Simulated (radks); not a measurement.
Q: Tm48+, 21 electrons, occupied as [Ar] 3d2 4s1 (not the ground configuration). Calculated with a radial shooting solver on a logarithmic mesh with Libxc functionals: Dirac Kohn-Sham, XLYP, spin-unpolarised, spherical densities, finite nucleus; open shells fill j = l - 1/2 first; Fermi nuclear charge, rms radius 5.2256 fm.

Spin-orbit splittings of the eigenvalues, e(l+1/2) - e(l-1/2), with zeta = 2 splitting/(2l+1) and mean radii in bohr:

shell  occ.  splitting (eV)  zeta (eV)  <r> j=l-1/2  <r> j=l+1/2
2p        6           993.2      662.1      0.06956      0.07677
3p        6           244.4      162.9       0.1961       0.2075
3d        2               ?          ?       0.1792       0.1828
4p        0           89.78      59.85       0.3903       0.4061

Estimate the 3d splitting.

A: 56.90 eV (zeta = 22.76 eV).
